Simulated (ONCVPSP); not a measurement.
**zinc (Zn) ONCV: all-electron and pseudo phase curves**

```json
{
 "Element": "Zn",
 "Generator": "ONCVPSP 4.0.1",
 "Type": "optimised norm-conserving Vanderbilt (ONCV)",
 "Functional": "PBEsol",
 "Relativity": "scalar-relativistic",
 "Frozen core": "[Ne]",
 "Valence charge": "20",
 "Reference configuration": "3s2 3p6 3d10 4s2",
 "Partial waves": "3s+4s: rc 1.15 bohr, ncon 4, nbas 7, qcut 9.6 1/bohr, 2 projectors; 3p: rc 1.10 bohr, ncon 3, nbas 6, qcut 10.1 1/bohr, 2 projectors, debl 2.1 Ha; 3d: rc 1.35 bohr, ncon 3, nbas 7, qcut 9.1 1/bohr, 2 projectors, debl 1 Ha",
 "Local potential": "polynomial inside 1.00 bohr (lpopt 5, dvloc0 -1 Ha)",
 "Core correction": "Teter function, fcfact 2.25, rcfact 1.65"
}
```

In the p channel the program set the typed energies aside and used -3.060, 0.250 Ha.

The phase is arctan(r·R′/R) of the radial function R(r), unwrapped; energies in Ha, scanned from -6 to 5 Ha. A pole is an energy at which the radial function vanishes at the test radius. The pseudo phase is shifted by a multiple of π to meet the all-electron one at the reference energy, and phase errors are pseudo minus all-electron; the curves can meet again beyond the range given. Levels narrower than the energy grid can be missing from the lists of poles.

```tsv
channel	radius (bohr)	reference energy (Ha)	poles, all-electron	poles, pseudo	unbroken range about the reference energy with phases within 0.05 rad	phase error 1 Ha above the reference energy (rad)
s	1.17	-0.22	-3.99	-3.99	the whole range	+0.000
p	1.12	-3.06	-1.93	-1.93	the whole range	-0.000
d	1.37	-0.37	0.22	0.22	the whole range	+0.000
```

Phases in the d channel:

| E (Ha) | all-electron | pseudo |
| --- | --- | --- |
| -5.96 | 1.308 | 1.307 |
| -5.68 | 1.300 | 1.299 |
| -5.40 | 1.291 | 1.290 |
| -5.12 | 1.281 | 1.281 |
| -4.84 | 1.270 | 1.270 |
| -4.56 | 1.258 | 1.258 |
| -4.28 | 1.244 | 1.244 |
| -4.00 | 1.229 | 1.228 |
| -3.72 | 1.211 | 1.210 |
| -3.44 | 1.190 | 1.189 |
| -3.16 | 1.165 | 1.164 |
| -2.88 | 1.134 | 1.133 |
| -2.60 | 1.095 | 1.095 |
| -2.32 | 1.045 | 1.045 |
| -2.04 | 0.976 | 0.976 |
| -1.76 | 0.875 | 0.874 |
| -1.48 | 0.712 | 0.711 |
| -1.20 | 0.418 | 0.417 |
| -0.92 | -0.114 | -0.115 |
| -0.64 | -0.760 | -0.761 |
| -0.36 | -1.185 | -1.185 |
| -0.08 | -1.419 | -1.419 |
| 0.20 | -1.564 | -1.564 |
| 0.48 | -1.667 | -1.667 |
| 0.76 | -1.752 | -1.752 |
| 1.04 | -1.831 | -1.831 |
| 1.32 | -1.910 | -1.910 |
| 1.60 | -1.998 | -1.998 |
| 1.88 | -2.104 | -2.104 |
| 2.16 | -2.239 | -2.239 |
| 2.44 | -2.419 | -2.419 |
| 2.72 | -2.665 | -2.663 |
| 3.00 | -2.983 | -2.979 |
| 3.28 | -3.335 | -3.329 |
| 3.56 | -3.651 | -3.644 |
| 3.84 | -3.893 | -3.885 |
| 4.12 | -4.067 | -4.060 |
| 4.40 | -4.193 | -4.186 |
| 4.68 | -4.286 | -4.279 |
| 4.96 | -4.357 | -4.350 |
